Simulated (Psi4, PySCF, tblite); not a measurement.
Two rigid molecules brought together: C2H6 ··· O2S (SMILES CC and O=S=O). Monomers: optimised at B3LYP-D3(BJ) (def2-TZVP), held rigid. Orientation: lowest of the rigid-body minima from ten starts at GFN2-xTB. Only R, the distance of the centres of mass, is varied, so the lowest point isn't the relaxed dimer.

Geometry at R = 3.34 Å (first 8 atoms: monomer A):
```
11

C     -0.7604    -0.0345     0.0546
C      0.7604     0.0345    -0.0546
H     -1.2080    -0.4087    -0.8683
H     -1.1891     0.9497     0.2532
H     -1.0705    -0.6984     0.8639
H      1.0705     0.6985    -0.8639
H      1.1891    -0.9497    -0.2533
H      1.2080     0.4086     0.8683
O      0.2550     2.8512     2.1773
S      0.0813     3.0179     0.7589
O     -0.9789     3.8664     0.2841
```

Computed with: RKS-B3LYP/6-31G* = restricted B3LYP/6-31G*, spherical d, no counterpoise correction run with PySCF; HF/aug-cc-pVDZ, counterpoise-corrected (Psi4); PBE/def2-TZVP, counterpoise-corrected (Psi4); MP2/aug-cc-pVDZ = DF-MP2/aug-cc-pVDZ, frozen core, counterpoise-corrected run with Psi4; GFN2-xTB (tblite).

Interaction energies in kcal/mol (negative: bound); R is the distance of the centres of mass, d the H4···S10 distance.

```csv
R / Å,d / Å,RKS-B3LYP/6-31G*,HF/aug-cc-pVDZ,PBE/def2-TZVP,MP2/aug-cc-pVDZ,GFN2-xTB
2.74,2.01,22.19,28.37,18.04,21.40,4.36
2.93,2.15,11.81,16.59,9.53,10.97,-0.78
3.15,2.32,5.23,8.73,4.25,4.42,-3.13
3.34,2.48,2.33,4.93,1.92,1.55,-3.56
3.51,2.62,0.99,2.91,0.80,0.21,-3.36
3.70,2.79,0.26,1.59,0.14,-0.50,-2.92
4.02,3.07,-0.11,0.56,-0.26,-0.80,-2.18
4.32,3.34,-0.12,0.20,-0.30,-0.70,-1.62
4.83,3.81,-0.04,0.04,-0.19,-0.42,-0.96
5.53,4.47,0.01,0.01,-0.06,-0.18,-0.47
6.52,5.42,0.01,0.01,0.00,-0.06,-0.19
7.86,6.73,0.00,0.00,0.00,-0.02,-0.06
```

Lowest grid point: RKS-B3LYP/6-31G* -0.12 kcal/mol at R = 4.32 Å; HF/aug-cc-pVDZ 0.00 kcal/mol at R = 7.86 Å; PBE/def2-TZVP -0.30 kcal/mol at R = 4.32 Å; MP2/aug-cc-pVDZ -0.80 kcal/mol at R = 4.02 Å; GFN2-xTB -3.56 kcal/mol at R = 3.34 Å.
